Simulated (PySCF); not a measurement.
**Working out the excitation energy of Ge**

Ge [Ar] 3d10 4s2 4p2 (3P) → Ge [Ar] 3d10 4s2 4p1 4d1 (high-spin determinant). Computed with PySCF 2.14 in x2c-TZVPPall with one added diffuse shell each of s, p, d type (7s6p5d1f, 57 functions), with the spin-free X2C one-electron Hamiltonian (Gaussian nucleus). Frozen: [Ar] 3d10. Energies in hartree (1 hartree = 27.21139 eV):

```tsv
part	Ge (lower)	Ge (upper)
UHF	-2097.048582	-2096.810909
CCSD correlation	-0.063873	-0.066527
(T)	-0.001760	-0.006549
```

Problem. What does Hartree-Fock give?

Solution. (-2096.810909) − (-2097.048582) = 0.237673 hartree = 6.467 eV.

Problem. What do CCSD and CCSD(T) give?

Solution. The CCSD correlation energies differ by -0.002654 hartree = -0.072 eV and the triples by -0.004789 hartree = -0.130 eV, so CCSD gives 6.395 eV and CCSD(T) 6.265 eV.

One determinant mixes LS terms, so it does not stand for a single term.

The coupled-cluster amplitudes are large, so a single reference is strained.
